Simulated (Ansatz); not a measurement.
`FC([SiH3])[SeH]` + `[SiH3]Cl` → `Cl[SiH2][SeH]` + `FC[SiH3]`  (formal exchange of groups at the Se–C bond)

Program: Ansatz. Geometries: PBE0-D4/def2-TZVP. ΔE: electronic, gas phase. CCSD(T)/CBS adds triple-zeta CCSD(T) − MP2 to the extrapolated MP2 energy (def2 sets, frozen cores). This one scheme is used for every species. DFT in def2-TZVPP. B3LYP here is the variant with VWN-RPA as its local correlation; programs differ in this. For Se outer-core shells are correlated without core-valence functions, which leaves a few kJ/mol of doubt a bond. Scalar relativity is left out up to krypton. One conformer a species, not always the lowest.

**Question.** Is it downhill or uphill in electronic energy at CCSD(T)/CBS, and by how much? (An estimate is asked.)

**Answer.** Computed: Downhill: ΔE = -93.2 kJ/mol.

**Question.** What do these levels give: PBE0-D4, PBE, r2SCAN, PBE0, B3LYP, HF/def2-TZVPP, CCSD/def2-TZVPP, HF/def2-QZVPP, MP2/def2-QZVPP, HF/CBS(def2), MP2/CBS(def2), CCSD/CBS(def2)? (An estimate is asked.)

**Answer.** Computed: PBE0-D4 -95.4, PBE -90.4, r2SCAN -93.2, PBE0 -96.5, B3LYP -93.3, HF/def2-TZVPP -103.6, CCSD/def2-TZVPP -91.6, HF/def2-QZVPP -103.4, MP2/def2-QZVPP -93.7, HF/CBS(def2) -103.4, MP2/CBS(def2) -95.7, CCSD/CBS(def2) -96.1 kJ/mol.

Largest T1 diagnostic among the species: 0.011.

In def2-TZVPP, CCSD(T) changes the Hartree–Fock value by +14.9 kJ/mol (the triples alone add +2.9 kJ/mol) and MP2 by +12.4 kJ/mol. From PBE to PBE0 (25 % exact exchange), in def2-TZVPP and without D4, ΔE moves by −6.1 kJ/mol.
